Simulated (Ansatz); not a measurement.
Species: C2H9F3OSi3, SMILES `CO[Si@@H]([SiH3])[SiH2]C(F)(F)F` (C–O–Si–Si torsion 63°, Si–Si–Si–C torsion -44°) (charge 0, multiplicity 1), formula C2H9F3OSi3.

### Question
How many basis functions does frozen-core CCSD(T)/cc-pVDZ // B3LYP-D3(BJ)/def2-SVP run with Ansatz (a program for electronic structure) use, how many core orbitals are frozen, and how many electrons are correlated?

### Answer
183 basis functions and 21 frozen orbitals, which leaves 56 correlated electrons. Core time is of the order of minutes.
